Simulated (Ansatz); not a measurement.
Compare A (`FC(F)CBr`) with its isomer B (`FCC(F)Br`).

Program: Ansatz. Geometries: PBE0-D4/def2-TZVP. ΔE: electronic, gas phase. CCSD(T)/CBS adds triple-zeta CCSD(T) − MP2 to the extrapolated MP2 energy (def2 sets, frozen cores). Functionals use def2-TZVPP. B3LYP here is the variant with VWN-RPA as its local correlation; programs differ in this. For Br outer-core shells are correlated without core-valence functions, which leaves a few kJ/mol of doubt a bond. Scalar relativity is left out up to krypton. One conformer a species, not always the lowest.

Task: Which isomer does CCSD(T)/CBS put lower? Give the gap. (Best estimate.)

Result: The calculation gave: A, by 41.2 kJ/mol.

Task: Give E(B) − E(A) in kJ/mol with MP2/def2-TZVPP, B3LYP, HF/def2-TZVPP, CCSD/def2-TZVPP, PBE0-D4, B2PLYP, r2SCAN-D4. (An estimate is asked.)

Result: Ansatz gave: MP2/def2-TZVPP 44.0, B3LYP 38.1, HF/def2-TZVPP 46.0, CCSD/def2-TZVPP 43.5, PBE0-D4 40.7, B2PLYP 40.5, r2SCAN-D4 40.1. None reverses the order clearly.

Largest T1 diagnostic: 0.010.

From PBE to PBE0 (25 % exact exchange), in def2-TZVPP and without D4, E(B) − E(A) moves by +3.6 kJ/mol.
